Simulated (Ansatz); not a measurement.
Ansatz (a first-principles code) input (CCSD(T)/aug-cc-pVDZ):

Ansatz 0.2 input:
```yaml
crystal:
  periodic: [false, false, false]
  atoms:
    - {symbol: Se, position_ang: [0.02331047, -0.00672351, 0.91429242]}
    - {symbol: Br, position_ang: [0.82293192, -1.59704815, -0.47712310]}
    - {symbol: Br, position_ang: [-0.84557638, 1.60357956, -0.41104668]}
basis:
  gaussian:
    orbitals: aug-cc-pVDZ
total_charge: 1
magnetization: {spin_polarized: true, initial_magnetization: 1}
correlation: {method: ccsd_t, electrons: outside_noble_gas}
output: {forces: true}
```

End of the output:

```
cycle   5  -10.33815064 eV  change   -6.1e-4 eV  update   5.7e-4
cycle   6  -10.33867352 eV  change   -5.2e-4 eV  update   2.2e-4
cycle   7  -10.33873495 eV  change   -6.1e-5 eV  update   6.8e-5
cycle   8  -10.33873918 eV  change   -4.2e-6 eV  update   2.3e-5
cycle   9  -10.33873499 eV  change    4.2e-6 eV  update   9.3e-6
cycle  10  -10.33873561 eV  change   -6.2e-7 eV  update   4.9e-6
cycle  11  -10.33873600 eV  change   -3.8e-7 eV  update   1.6e-6
cycle  12  -10.33873610 eV  change   -1.1e-7 eV  update   6.6e-7
perturbative correction -0.42736158 eV, -0.0157052485 hartree
the calculation of the forces begins
Total energy: -205301.17108964 eV, -7544.6788794126 hartree
Atom 0 at     0.023310    -0.006724     0.914292 Å, force     0.014866    -0.004288     0.583089 eV/Å
Atom 1 at     0.822932    -1.597048    -0.477123 Å, force     0.143317    -0.287033    -0.297514 eV/Å
Atom 2 at    -0.845576     1.603580    -0.411047 Å, force    -0.158183     0.291321    -0.285574 eV/Å
Dipole moment:     0.005284    -0.001524     0.207247 e Å
```
